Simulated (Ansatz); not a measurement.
Redistribution: CHBr2F + C2H4ClI → CHBr2I + C2H4ClF

Species: CHBr2F (dibromofluoromethane) `FC(Br)Br`, singlet; C2H4ClI `CC(Cl)I`, singlet; CHBr2I (dibromoiodomethane) `BrC(Br)I`, singlet; C2H4ClF `CC(F)Cl`, singlet. The partners trade F for I; both sit on C, so the bond types are kept.

Shapes, held fixed at every level: PBE0-D4/def2-TZVP. Programs: Ansatz 0.2.0. The zero-point and thermal change to 298 K, harmonic and unscaled (PBE0-D4/def2-TZVP), is -0.1 kJ/mol.

```csv
level,kind,ΔH(298 K) (kJ/mol),less CCSD(T)/def2-TZVPP
HF/def2-TZVPP,Hartree–Fock,-4.7,-1.3
r2SCAN-D4/def2-TZVPP,meta-GGA,+1.8,+5.2
PBE0-D4/def2-TZVPP,global hybrid,-0.5,+2.9
r2SCAN0-D4/def2-TZVPP,global hybrid,0.0,+3.4
wB97X-V/def2-TZVPP,range-separated hybrid,-2.6,+0.8
MP2/def2-TZVPP,perturbation theory,-5.7,-2.3
CCSD/def2-TZVPP,coupled cluster or CI,-4.0,-0.6
CCSD(T)/def2-TZVPP,coupled cluster or CI,-3.4,0.0
```

The highest level, CCSD(T)/def2-TZVPP, gives ΔH(298 K) = -3.4 kJ/mol; the levels span -5.7 to +1.8. That is about zero within the method's error. They disagree on the sign: 1 of 8 are positive. The column of differences is taken from that level and isn't an error. No measured value is set beside it here. For atoms past krypton def2 sets carry core potentials with scalar relativity. Relativity is left out for Br unless named. Correlated rows may include outer-core shells of Br, I, which these sets cover unevenly.
